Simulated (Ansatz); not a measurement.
Gas-phase reaction (SMILES): [CH3][Sn]([CH3])([CH3])[CH3] → [CH2][Sn]([CH3])([CH3])[CH3] + H atom; the C-H bond at the site shown breaks (other sites are not compared here).

Geometries: B3LYP-D3(BJ)/def2-TZVP minima from Ansatz (a first-principles code), one conformer each, not searched for the lowest. Valence correlation only, unless marked. Open shells are spin-unrestricted. No spin-orbit coupling. The frozen core is the preceding noble-gas configuration, with the filled d and f shells of earlier blocks. Past Kr the def2 sets carry scalar-relativistic core potentials. CBS(X,Y): correlation extrapolated as X^-3; Hartree-Fock from the larger set. [CCSD(T)-MP2]/basis is that difference in the basis named. Thermal terms are rigid-rotor harmonic-oscillator values from B3LYP-D3(BJ) frequencies (Ansatz) at 298.15 K and 1 atm. 1 Eh = 627.5095 kcal/mol. Atoms have translation alone.

| species | E, RI-MP2/CBS(def2-TZVPP,def2-QZVPP)+[CCSD(T)-MP2]/def2-TZVPP (Ansatz) (Eh) | E, wB97M-V/def2-TZVPD (Ansatz) (Eh) | H - E (Eh) |
|---|---|---|---|
| [CH3][Sn]([CH3])([CH3])[CH3] | -372.90181 | -373.85019 | 0.15496 |
| [CH2][Sn]([CH3])([CH3])[CH3] | -372.22706 | -373.18172 | 0.14143 |
| H atom | -0.49998 | -0.49411 | 0.00236 |

Q: Work out ΔE and ΔH at 298.15 K at the first level, then ΔH at the second.

A: 
1. ΔE = [(-372.22706) + (-0.49998)] - [(-372.90181)] = 0.17477 Eh = 109.7 kcal/mol at RI-MP2/CBS(def2-TZVPP,def2-QZVPP)+[CCSD(T)-MP2]/def2-TZVPP.
2. The terms H - E add up to -0.01117 Eh, so ΔH = (0.17477 + (-0.01117))×627.5095 = 102.7 kcal/mol.
3. At wB97M-V/def2-TZVPD the same steps give ΔE = 109.4 and ΔH = 102.4 kcal/mol, a shift of -0.3 from the first level.
4. These values are not checked against measurement here, since the tables used lack a sound gas-phase enthalpy of formation for at least one species.
